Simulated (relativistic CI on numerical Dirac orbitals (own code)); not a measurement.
# What each ingredient does to the levels of La9+

Base calculation: Dirac-Coulomb-Breit CI, KLI orbitals optimised for each configuration, a model potential for QED, unscaled Slater integrals.

Configuration list (outside the closed core [Kr]): 4d¹⁰5s², 4d¹⁰5s5p, 4d¹⁰5s4f, 4d¹⁰5s5d, 4d¹⁰5s5f, 4d¹⁰5p5d, 4d¹⁰4f5d, 4d¹⁰5s5g, 4d⁹5s²4f, 4d¹⁰5s6s, 4d¹⁰5s6p, 4d¹⁰5p5g, 4d¹⁰5s6d, 4d¹⁰4f5g, 4d¹⁰5d5f, 4d¹⁰5s7s, 4d⁹5s²5p, 4d¹⁰5s7p, 4d¹⁰5s6f, 4d¹⁰5s7d, 4d¹⁰5s8s, 4d¹⁰5p², 4d⁹4f5p², 4d¹⁰4f², 4d⁹4f³, 4d¹⁰4f5p, 4d⁹4f²5p, 4d¹⁰5d², 4d⁹4f5d², 4d¹⁰5f², 4d⁹4f5f², 4d¹⁰5p5f, 4d⁹4f5p5f, 4d¹⁰4f5f, 4d⁹4f²5f. Double excitations out of closed p, d and f shells are left out; levels of such configurations are missing from the list, as are those of other unlisted configurations, and high levels can miss mixing partners. Some configurations lack a partner that the ground configuration has and come out too high, among them 4d⁹5s²5p.

The lowest level and the first level of each name with at least 55 % of one term (blank where a level has no safe partner in the second run):

| Level | Base (cm⁻¹) | Shift (cm⁻¹) |
| --- | --- | --- |
| 4d¹⁰5s² ¹S0 | 0 | 0 |
| 4d¹⁰5s5p ³P°0 | 115004 | -1086 |
| 4d¹⁰5s5p ³P°1 | 121432 | +41 |
| 4d¹⁰5s5p ³P°2 | 144960 | -710 |
| 4d¹⁰5s5p ¹P°1 | 178213 | +19406 |
| 4d¹⁰5s4f ³F°2 | 197693 | +1726 |
| 4d¹⁰5s4f ³F°3 | 198370 | +1721 |
| 4d¹⁰5s4f ³F°4 | 199495 | +1693 |
| 4d¹⁰5s4f ¹F°3 | 206971 | +2840 |
| 4d¹⁰5p² ³P0 | 292994 | -7230 |
| 4d¹⁰5p² ¹D2 | 312626 |  |
| 4d¹⁰5p² ³P1 | 313002 | -6825 |
| 4d¹⁰5p² ³P2 | 340800 |  |
| 4d¹⁰4f5p ³G3 | 347895 | -8082 |

At this charge transitions that keep the count of f electrons are usually good to a few per cent. Levels and lines within the n = 5 or 6 shells can be off by up to 10 % or somewhat more, and those that change n by about 2 %, since core polarisation is missing. Levels that differ in their count of f electrons can be misplaced by several ten thousand cm⁻¹, since the correlation energy of f electrons is missing or only estimated; rates across such gaps can be off by orders of magnitude.

**Question.** One thing was changed in a second run, which moved the levels as shown. Which?
A. QED terms removed
B. configuration mixing switched off
C. Breit term removed
D. P86 correlation estimate
E. one mean potential for all configurations

**Answer.** B. Configuration mixing switched off. Without mixing, levels that were pushed by configurations of the same parity and J return to their single-configuration places.

LS names give the leading component of a level, which can be under half, so a name can repeat, a term be missing and a line seem to break the LS rules.
